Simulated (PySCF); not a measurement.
Molecule: `C1CC(=O)CCO1`, C5H8O2.

Mapped SMILES: `[O:1]=[C:2]1[CH2:3][CH2:4][O:5][CH2:6][CH2:7]1`. Hydrogens are named by the atom that carries them.

Geometry PBE0-D3(BJ)/def2-SVP throughout; GIAO in PySCF, gas phase, one conformer, non-relativistic; equivalent atoms averaged; functional PBE0.

For orientation, aug-cc-pVDZ gives these absolute shieldings σ: O1 -270.8, O5 288.2, C2 -7.9, C4/C6 128.1, C3/C7 150.9, H(C4)/H(C6) 27.49, H(C3)/H(C7) 29.02 ppm.

A run gave: O1 -334.0, O5 290.1, C2 0.3, C4/C6 133.5, C3/C7 156.3, H(C4)/H(C6) 28.59, H(C3)/H(C7) 30.18 ppm (absolute shieldings σ).

Which basis set was used in that run?
A. 6-31G
B. pcSseg-0
C. STO-3G
D. cc-pVTZ
E. def2-TZVP

## Answers

A. C2 tells them apart best: 6-31G gives 0.3, STO-3G gives 101.3, def2-TZVP gives -22.8, pcSseg-0 gives -26.6, cc-pVTZ gives -19.8 ppm.
